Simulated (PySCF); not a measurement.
Potential energy of BeF along the bond

Set-up: PySCF, no relativity, basis sets Be STO-3G, F STO-3G. Energies in eV from Be + F in their ground configurations at the same level. State: ²Σ⁺ (doublet), unpaired electrons σ ↑.

| R (Å) | PBE0 | UHF-SCS-MP2 |
| --- | --- | --- |
| 1.136 | -5.235 | -3.845 |
| 1.189 | -5.894 | -4.480 |
| 1.242 | -6.261 | -4.818 |
| 1.281 | -6.394 | -4.925 |
| 1.321 | -6.431 | -4.935 |
| 1.361 | -6.394 | -4.869 |
| 1.413 | -6.254 | -4.689 |
| 1.480 | -5.973 | -4.359 |
| 1.559 | -5.533 | -3.862 |
| 1.665 | -4.850 | -3.107 |

Task: Put a parabola through the three lowest points of the PBE0 curve and estimate Re, k and ωe (reduced mass 6.113 u; 1 eV/Å² = 0.16022 mdyn/Å; ωe = 1302.8·√(k/μ) cm⁻¹).

Result: Through R = 1.281, 1.321, 1.361 Å the second-order coefficient is 23.1 eV/Å², so Re ≈ 1.321 Å, k ≈ 7.41 mdyn/Å and ωe ≈ 1434 cm⁻¹. A polynomial fit of higher order to the unrounded PBE0 energies gives Re = 1.320 Å, k = 7.70 mdyn/Å, ωe = 1462 cm⁻¹; anharmonicity and rounding make the difference.

The higher-order fit for each curve: PBE0: Re = 1.320 Å, ωe = 1462 cm⁻¹, De = 6.43 eV; UHF-SCS-MP2: Re = 1.306 Å, ωe = 1536 cm⁻¹, De = 4.94 eV.

Correlated steps freeze 1 core orbital. STO-3G is very small, so such numbers show the basis as much as the molecule. The state was picked by a PBE0 search and need not be the measured ground state.
